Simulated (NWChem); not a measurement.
C$_{2}$H$_{2}$BCl; SMILES C#CBCl

```xyz
6

B     -0.7750     0.0852     0.0000
C     -0.1355    -1.2865     0.0000
C      0.3560    -2.4018     0.0000
H      0.7949    -3.3844     0.0000
Cl     0.2226     1.5209     0.0000
H     -1.9690     0.2318     0.0000
```
Atoms are numbered in this order, from 1.

All runs: NWChem. Coordinates come from a PBE0/def2-SVP optimisation. Vzz is the largest principal value of the second derivative of the potential at the nucleus (NWChem prints the opposite sign); η is the asymmetry. Non-relativistic.

```tsv
level	Vzz B1 (a.u.)	η B1	Vzz Cl5 (a.u.)	η Cl5	relative time
CAM-B3LYP/def2-SVP	0.423	0.52	1.867	0.87	2
CAM-B3LYP/def2-TZVP	0.474	0.53	2.037	0.90	20
PBE0/def2-SVP	0.403	0.55	1.835	0.90	1
PBE0/def2-TZVP	0.446	0.55	1.998	0.92	5
```

Relative times are rough (shared machine, one core).
